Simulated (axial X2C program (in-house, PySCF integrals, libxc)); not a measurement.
# Te₂⁻: bond constants with and without spin–orbit coupling

All values were computed with an axial X2C code built on PySCF integrals. Spin-free means the one-electron spin-free X2C Hamiltonian; two-component (2c) means X2C with spin–orbit coupling and atomic mean-field two-electron Coulomb and Gaunt terms, so the difference of the two also holds small scalar two-electron terms. Basis: Te dyall-acv3z [12s13p9d5f1g] (cores contracted in-house); Gaussian nuclei, density fitting, unrestricted open shells. Masses: Te 129.906 u.

State, spin-free: M_S = 1/2, Λ = 1 (beyond evenly filled blocks: π+α, π+β, π-α); electrons by block: σα: 21, σβ: 21, π+α: 12, π+β: 12, π-α: 12, π-β: 11, δ+α: 4, δ+β: 4, δ-α: 4, δ-β: 4. Fragments: Te- + Te.

State, 2c: Ω = 3/2 (⟨Sz⟩ = 0.50, ⟨Lz⟩ = 1.00 at PBE0); electrons by block: 1/2: 33, -1/2: 33, 3/2: 16, -3/2: 15, 5/2: 4, -5/2: 4. Fragments: Te- + Te.

```tsv
Hamiltonian	level	Re (Å)	ωe (cm⁻¹)	Be (cm⁻¹)	De (eV)	D0 (eV)
spin-free	PBE0	2.658	219.6	0.03674	2.99	2.97
spin-free	HF	2.648	233.1	0.037	1.21	1.19
spin-free	MP2	2.677	215.0	0.03622	2.87	2.86
spin-free	CCSD	2.680	215.5	0.03612	2.60	2.58
spin-free	CCSD(T)	2.694	208.3	0.03576	2.76	2.74
spin-free	TPSS	2.688	206.0	0.03593	3.14	3.13
2c	PBE0	2.667	215.3	0.0365	2.83	2.81
2c	HF	2.657	229.0	0.03677	n/a	n/a
2c	MP2	2.684	211.8	0.03604	2.64	2.63
2c	CCSD	2.688	212.0	0.03592	2.36	2.35
2c	CCSD(T)	2.702	204.8	0.03556	2.51	2.50
2c	TPSS	2.697	201.5	0.03569	3.07	3.06
```

Correlated methods: 13 electrons correlated (number of frozen shells: Te 4 s, 3 p, 2 d), 359 virtual spin orbitals or spinors in MP2, 90 natural virtuals in coupled cluster.

Occupations by symmetry block were frozen at the best pattern of an incomplete PBE0 search. Dissociation energies refer to the lowest single-determinant-based atoms at the same level and basis. De is not given where an atomic determinant may have missed its ground term or J level, or where the truncated virtual space spoils (T). Density functionals use the spin component along the axis (collinear). Coupled cluster ran in a truncated set of natural virtual spinors; the MP2 energy of the rest was added. (T) has no such correction and the atoms are truncated less, which lowers De at CCSD(T) by a hundredth of an eV or more. The functionals have no current-density term, which raises determinants with orbital currents, atoms included. The highest occupied level of some functionals is positive through self-interaction error; at Hartree–Fock it is bound. With the outer-core shells frozen, correlated bond lengths of heavy atoms tend to come out a few hundredths of an ångström too long. Hartree–Fock gets electron affinities wrong, so its lowest charge split need not be the true one.

Rough cost a point (2c) on 1 thread(s) of a shared host, integrals apart: PBE0 1.4 s, HF 1.3 s, CCSD(T) 7 s, TPSS 1.1 s.

The whole task took 4.1 min on 1 thread of Intel(R) Xeon(R) 6975P-C (Granite Rapids), with other jobs on the host.
